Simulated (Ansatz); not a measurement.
Barrier from R1 to the saddle point P1, each structure at its B3LYP-D3(BJ)/def2-TZVP stationary point, reached from a drawn start; harmonic modes at that level show the others as minima.
R1, BiH3 (SMILES [BiH3]) (charge 0, multiplicity 1):
```xyz
4

Bi     0.00000     0.00000     0.77117
H      1.47322     0.00000    -0.25706
H     -0.73661     1.27584    -0.25706
H     -0.73661    -1.27584    -0.25706
```
P1, BiH3, a first-order saddle point (one imaginary mode, 1600i cm⁻¹) (charge 0, multiplicity 1):
```xyz
4

Bi     0.000     0.000     0.000
H      1.709     0.000     0.000
H     -0.854     1.480     0.000
H     -0.854    -1.480     0.000
```

P less R. No zero-point or thermal terms; no spin–orbit coupling. No path was followed down from the saddle.

Frozen-core correlation throughout. In cc and def2 sets filled d and f shells under p-block atoms count as core.

Run with Ansatz (an electronic-structure program) with Gaussian orbitals. All values are computed, each at the level named. Elements past Kr take the def2 small-core potentials, without spin–orbit coupling.

Total energies in hartree:

| structure | PBE/def2-TZVPP | r2SCAN/def2-TZVPP | CCSD(T)/def2-QZVPP |
|---|---|---|---|
| R1 | -216.423869 | -216.500648 | -215.439700 |
| P1 | -216.328374 | -216.404485 | -215.345500 |

Work out the barrier height at each level in kcal/mol (1 hartree = 627.50947 kcal/mol), and say how far PBE/def2-TZVPP lies from CCSD(T)/def2-QZVPP.


- PBE/def2-TZVPP: (-216.328374) − (-216.423869) = 0.095495 hartree = 59.92 kcal/mol
- r2SCAN/def2-TZVPP: (-216.404485) − (-216.500648) = 0.096163 hartree = 60.34 kcal/mol
- CCSD(T)/def2-QZVPP: (-215.345500) − (-215.439700) = 0.094200 hartree = 59.11 kcal/mol
PBE/def2-TZVPP less CCSD(T)/def2-QZVPP: 0.81 kcal/mol. CCSD(T)/def2-QZVPP is the level counted from, the highest shown, and no exact or measured value.
